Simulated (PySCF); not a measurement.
Molecule: 2,4-Difluoropyridine (Fc1ccnc(F)c1, C₅H₃F₂N).

Atom-mapped SMILES (the numbers label the heavy atoms): `[F:1][c:2]1[cH:3][cH:4][n:5][c:6]([F:7])[cH:8]1`; H(Xn) means a hydrogen on atom n.

Spin–spin couplings on one PBE0-D3(BJ)/def2-SVP geometry, PySCF 2.14.0 with density-fitted response routines, gas phase, non-relativistic, equivalent pairs averaged (spin–dipole term only in couplings to heteroatoms); isotopes ¹⁹F, ¹³C, ¹H; basis pcJ-1.

**Question.** How do the couplings (Hz) change with the functional? Times are CPU seconds on shared hosts with different chips, so compare them loosely.

**Answer.** 
```
functional  functions  ¹J(F1,C2)  ¹J(C6,F7)  ¹J(C4,H(C4))  ¹J(C3,H(C3))  ¹J(C8,H(C8))  ¹J(C6,C8)  ¹J(C2,C8)  core-s
       LDA        246     -348.3     -317.0         151.0         138.3         137.9       62.9       57.8      22
       PBE        246     -360.5     -330.4         177.4         162.1         162.3       73.5       68.7      32
       KT2        246     -367.6     -342.5         192.9         173.6         173.6       61.2       57.2      34
     B3LYP        246     -332.1     -304.2         192.3         176.9         177.8       82.0       76.5      48
      PBE0        246     -329.4     -302.0         183.5         167.9         168.5       79.7       74.5      38
     B97-2        246     -319.9     -294.1         175.7         160.4         161.0       77.8       72.6      36
 BHandHLYP        246     -294.8     -268.9         206.4         190.2         191.6       94.1       88.2      59
 CAM-B3LYP        246     -319.2     -293.6         190.0         174.8         175.7       81.9       75.9      71
``` Left out for a near triplet instability: HF/pcJ-1.
